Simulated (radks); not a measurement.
Values are calculated unless marked as measured or tabulated.
All-electron atom: Pb in [Hg] 6p2. Code: a radial shooting solver on a logarithmic mesh with Libxc functionals. Model: scalar-relativistic Kohn-Sham, r2SCAN, spin-unpolarised, spherical densities, finite nucleus; meta-GGA in the generalised Kohn-Sham scheme; Fermi nuclear charge, rms radius 5.5012 fm.

Unscreened Slater integrals over Kohn-Sham orbitals (cm^-1).

\begin{tabular}{lr}
integral & value \\ \hline
F0(6p,6p) & 59788 \\
F2(6p,6p) & 31272 \\
F0(6p,6s) & 68880 \\
G1(6p,6s) & 39639 \\
F0(6p,5d) & 76014 \\
F2(6p,5d) & 21061 \\
G1(6p,5d) & 8226.7 \\
G3(6p,5d) & 6691.8 \\
F0(6p,5p) & 77766 \\
F2(6p,5p) & 15143 \\
G0(6p,5p) & 2374.6 \\
G2(6p,5p) & 3173.9 \\
F0(6s,6s) & 85094 \\
F0(6s,5d) & 102120 \\
G2(6s,5d) & 20995 \\
F0(6s,5p) & 106440 \\
G1(6s,5p) & 7572.0 \\
F0(5d,5d) & 152490 \\
F2(5d,5d) & 79209 \\
F4(5d,5d) & 52706 \\
F0(5d,5p) & 171750 \\
F2(5d,5p) & 86225 \\
G1(5d,5p) & 104910 \\
G3(5d,5p) & 65195 \\
F0(5p,5p) & 201630 \\
F2(5p,5p) & 108800 \\
\end{tabular}

Derived for the open shells (J is the average intra-shell exchange parameter used in DFT+U). 6p: J = F2/5 = 6254 cm^-1.
